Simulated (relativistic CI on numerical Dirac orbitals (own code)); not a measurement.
**Cr+: resonant inelastic scattering at the M2,3 edge**

Computed with this model: Dirac-Coulomb-Breit CI, orbitals from a KLI potential per configuration, model QED (radiative potential, 1s self-energy scaled to tabulated hydrogen-like ionisation energies), Kramers-Heisenberg scattering through one core-hole configuration in a parametric crystal field, unscaled Slater integrals; configurations [Ar] 3d5 → [Ne] 3s2 3p5 3d6; 80 K; core-hole width 0.8 eV; summed over polarisations. Incident energies are the highest absorption maxima for each field (at most a few, so the weaker spin-orbit partner edge can be absent), on the computed scale of the free ion. Intensities are in per cent of the strongest line above 0.02 eV; levels within 1 cm⁻¹ are merged; final levels count from the ground level, the first row holds all elastic scattering, lines under 0.4 are left out and each table stops after 24 rows. The scale of the Slater integrals is a model choice and moves the terms in proportion.

Field parameters in Wybourne normalisation: Oh B⁴₀ = 21Dq, B⁴₄ = √(5/14) B⁴₀. The field is a parameter set, without covalency.

S is read from ⟨S²⟩ = S(S + 1).

Oh, 10Dq = 2400 cm⁻¹:

| Final level (eV) | Degeneracy | Irrep | S | 47.7 eV |
| --- | --- | --- | --- | --- |
| 0.000 | 6 | Γ7+Γ8 | 2.50 | 565216.0 |
| 3.008 | 2 | Γ7 | 1.50 | 15.4 |
| 3.009 | 4 | Γ8 | 1.50 | 31.4 |
| 3.011 | 4 | Γ8 | 1.50 | 3.8 |
| 3.012 | 2 | Γ6 | 1.50 | 3.2 |
| 3.114 | 2 | Γ7 | 1.50 | 0.8 |
| 3.116 | 4 | Γ8 | 1.50 | 2.1 |
| 3.118 | 2 | Γ6 | 1.50 | 0.8 |
| 3.119 | 4 | Γ8 | 1.50 | 0.7 |
| 3.135 | 6 | Γ7+Γ8 | 1.50 | 3.6 |
| 3.135 | 6 | Γ6+Γ8 | 1.50 | 5.0 |
| 3.725 | 4 | Γ8 | 1.50 | 100.0 |
| 3.726 | 2 | Γ7 | 1.50 | 51.8 |
| 3.727 | 4 | Γ8 | 1.50 | 13.7 |
| 3.730 | 2 | Γ6 | 1.50 | 9.4 |
| 3.879 | 2 | Γ6 | 1.50 | 9.7 |
| 3.883 | 4 | Γ8 | 1.50 | 21.1 |
| 3.889 | 4 | Γ8 | 1.50 | 35.8 |
| 3.893 | 2 | Γ7 | 1.50 | 23.0 |
| 3.919 | 2 | Γ6 | 1.50 | 10.5 |
| 3.921 | 4 | Γ8 | 1.50 | 19.8 |
| 3.922 | 2 | Γ7 | 1.50 | 11.5 |
| 4.829 | 2 | Γ7 | 0.50 | 1.6 |
| 4.875 | 4 | Γ8 | 0.50 | 1.0 |

Oh, 10Dq = 5350 cm⁻¹:

| Final level (eV) | Degeneracy | Irrep | S | 47.7 eV |
| --- | --- | --- | --- | --- |
| 0.000 | 6 | Γ7+Γ8 | 2.50 | 872025.8 |
| 2.709 | 2 | Γ7 | 1.50 | 51.1 |
| 2.709 | 4 | Γ8 | 1.50 | 100.0 |
| 2.712 | 4 | Γ8 | 1.50 | 12.8 |
| 2.715 | 2 | Γ6 | 1.50 | 10.6 |
| 3.033 | 2 | Γ7 | 1.50 | 4.8 |
| 3.036 | 4 | Γ8 | 1.50 | 10.2 |
| 3.042 | 2 | Γ6 | 1.50 | 5.2 |
| 3.042 | 4 | Γ8 | 1.50 | 6.1 |
| 3.135 | 6 | Γ7+Γ8 | 1.50 | 22.6 |
| 3.135 | 6 | Γ6+Γ8 | 1.50 | 28.2 |
| 3.748 | 2 | Γ7 | 0.51 | 2.4 |
| 3.766 | 4 | Γ8 | 1.50 | 32.4 |
| 3.769 | 2 | Γ6 | 1.50 | 12.2 |
| 3.775 | 4 | Γ8 | 1.00 | 21.6 |
| 3.790 | 4 | Γ8 | 1.16 | 33.6 |
| 3.794 | 2 | Γ7 | 1.49 | 37.2 |
| 3.911 | 2 | Γ7 | 1.50 | 24.6 |
| 3.914 | 4 | Γ8 | 1.50 | 37.9 |
| 3.918 | 2 | Γ6 | 1.50 | 22.5 |
| 3.996 | 4 | Γ8 | 1.50 | 98.2 |
| 3.998 | 2 | Γ6 | 1.50 | 11.4 |
| 4.000 | 6 | Γ7+Γ8 | 1.50 | 82.6 |
| 4.718 | 2 | Γ7 | 0.50 | 1.6 |

Oh, 10Dq = 8350 cm⁻¹:

```csv
Final level (eV),Degeneracy,Irrep,S,47.8 eV
0.000,6,Γ7+Γ8,2.50,554458.3
2.368,2,Γ7,1.50,53.9
2.369,4,Γ8,1.50,100.0
2.373,4,Γ8,1.50,11.2
2.376,2,Γ6,1.50,9.1
2.875,2,Γ7,1.50,8.3
2.878,4,Γ8,1.50,19.6
2.885,2,Γ6,1.50,9.3
2.885,4,Γ8,1.50,11.9
3.097,2,Γ7,0.51,2.2
3.134,4,Γ8,0.96,8.9
3.135,2,Γ7,1.50,6.7
3.135,4,Γ8,1.29,28.2
3.135,2,Γ6,1.50,9.7
3.135,4,Γ8,1.42,19.0
3.659,4,Γ8,1.50,17.4
3.660,2,Γ6,1.50,8.2
3.678,4,Γ8,1.50,34.3
3.685,2,Γ7,1.48,25.1
3.793,2,Γ7,0.54,0.5
3.818,4,Γ8,0.50,0.5
3.836,2,Γ6,0.51,0.7
3.915,2,Γ7,1.48,11.5
3.917,4,Γ8,1.49,24.5
```

For the first field the strongest loss at the lowest incident energy is the level at 3.72 eV (S = 1.50, against 2.50 in the thermal ground state). Levels of other spin, the first over 8 % at 3.01 eV, appear because spin-orbit coupling of the core hole, and in heavier ions of the valence shell too, mixes spins.
